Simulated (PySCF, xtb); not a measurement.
BH₆NO₂Si, SMILES B(N[SiH3])(O)O.

GFN2-xTB (xtb 6.7.1) at its own geometry gives an orbital gap of 5.81 eV and a dipole moment of 1.82 D.

Geometry optimised at TPSSh-D3(BJ)/def2-SVP. This is a generated structure with no PubChem entry under its InChIKey; it may be hypothetical. The values are those of a single conformer.

Question: What does PBE/def2-TZVP run with PySCF give? (The exact figures need the calculation; the answer reports its results.)

Answer: gap 5.59 eV (levels -6.28 and -0.69 eV), dipole 2.15 D.
